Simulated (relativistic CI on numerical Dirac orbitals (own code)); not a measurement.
## Ir6+ (5d3) in a crystal field

Calculated by Dirac-Coulomb-Breit CI, separate exchange-only KLI orbitals for each configuration, model QED (radiative potential, 1s self-energy scaled to tabulated hydrogen-like ionisation energies), valence Slater integrals scaled by 0.85, one configuration in a parametric crystal field (own radial code).

Field parameters in Wybourne normalisation: Oh B⁴₀ = 21Dq, B⁴₄ = √(5/14) B⁴₀. The field is a parameter set, without covalency.

S and J are read from ⟨S²⟩ = S(S + 1) and ⟨J²⟩ = J(J + 1) of each level; they are not fictitious spins.

Oh, 10Dq = 10000 cm⁻¹, the lowest 16 levels:

```tsv
E (cm⁻¹)	Degeneracy	Irrep	S	J
0.0	4	Γ8	1.38	2.14
9341	4	Γ8	1.34	2.81
12363	2	Γ7	1.45	2.70
15177	4	Γ8	1.21	3.21
15405	2	Γ6	1.25	3.53
16205	4	Γ8	1.16	3.93
18538	4	Γ8	0.98	3.65
18826	2	Γ7	1.33	3.32
20824	2	Γ6	1.20	2.00
22189	2	Γ6	0.91	4.26
23575	4	Γ8	0.99	3.60
27943	4	Γ8	1.16	3.62
28850	2	Γ6	0.94	3.59
29193	4	Γ8	1.22	3.90
31288	2	Γ7	0.77	3.39
31568	4	Γ8	0.93	3.78
```

Oh, 10Dq = 18000 cm⁻¹, the lowest 16 levels:

| E (cm⁻¹) | Degeneracy | Irrep | S | J |
| --- | --- | --- | --- | --- |
| 0.0 | 4 | Γ8 | 1.41 | 2.63 |
| 12325 | 4 | Γ8 | 1.04 | 3.26 |
| 16505 | 4 | Γ8 | 0.74 | 3.70 |
| 17995 | 2 | Γ6 | 0.86 | 3.42 |
| 18510 | 2 | Γ7 | 1.44 | 2.84 |
| 20982 | 4 | Γ8 | 1.40 | 3.66 |
| 22698 | 4 | Γ8 | 1.17 | 3.06 |
| 24520 | 2 | Γ6 | 1.31 | 3.03 |
| 25234 | 2 | Γ7 | 1.18 | 3.26 |
| 28407 | 2 | Γ6 | 1.14 | 3.62 |
| 29269 | 4 | Γ8 | 1.01 | 3.76 |
| 32312 | 4 | Γ8 | 1.10 | 3.27 |
| 35049 | 2 | Γ7 | 0.88 | 3.94 |
| 35340 | 2 | Γ6 | 0.84 | 4.01 |
| 35475 | 4 | Γ8 | 1.18 | 3.77 |
| 37812 | 4 | Γ8 | 0.98 | 4.17 |

Oh, 10Dq = 25950 cm⁻¹, the lowest 10 levels:

```
E (cm⁻¹)  Degeneracy  Irrep     S     J
     0.0           4     Γ8  1.43  2.88
   13969           4     Γ8  0.80  3.55
   17119           4     Γ8  0.62  3.81
   18795           2     Γ6  0.64  3.40
   24781           2     Γ7  1.29  3.01
   26871           4     Γ8  1.32  3.62
   28911           4     Γ8  1.35  2.89
   29657           2     Γ7  1.06  3.44
   30723           2     Γ6  1.41  3.31
   32620           4     Γ8  0.86  3.73
```

The free-ion ground term has S = 3/2. Every field shown keeps that spin.

Levels of this model without a field, named by their leading LS term: ⁴F3/2 0, ⁴F5/2 7545, ⁴F7/2 13342, ⁴P3/2 16772, ⁴F9/2 16829, ⁴P1/2 19464, ²G7/2 26304, ²H9/2 27316 cm⁻¹.
